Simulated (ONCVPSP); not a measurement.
**Transferability test, ONCV potential for oxygen**

```json
{"Element": "oxygen (O)", "Generator": "ONCVPSP 4.0.1", "Type": "optimised norm-conserving Vanderbilt (ONCV)", "Functional": "LDA (Perdew-Wang 92)", "Relativity": "scalar-relativistic", "Frozen core": "[He]", "Valence charge": "6", "Reference configuration": "2s2 2p4", "Partial waves": "2s: rc 1.00 bohr, ncon 3, nbas 6, qcut 7 1/bohr, 2 projectors, debl 1 Ha; 2p: rc 2.15 bohr, ncon 4, nbas 7, qcut 5.9 1/bohr, 2 projectors, debl 1.2 Ha; d scattering state at 0.02 Ha: rc 2.00 bohr, ncon 5, nbas 8, qcut 4.7 1/bohr, 2 projectors, debl 3.5 Ha", "Local potential": "polynomial inside 0.95 bohr (lpopt 5, dvloc0 4 Ha)", "Core correction": "Teter function, fcfact 2.75, rcfact 1.15"}
```

Energies are relative to the spin-unpolarised reference configuration 2s2 2p4; without spin polarisation the order of configurations can differ from experiment.

(1) Give the all-electron excitation energy and the error of the potential for: 2s2 2p3; 2s2 2p2; 2s2 2p1; 2s2 2p3.5.

Levels in the configuration 2s2 2p2:

```tsv
level	all-electron (eV)	pseudo (eV)
2s	-58.023	-57.273
2p	-43.356	-41.592
```

Results:

(1)

```tsv
valence configuration	charge	ΔE all-electron (eV)	error AE − PS (meV)
2s2 2p3	+1	16.585	+179
2s2 2p2	+2	50.297	+1214
2s2 2p1	+3	104.268	+4054
2s2 2p3.5	+0.5	6.366	+32
```
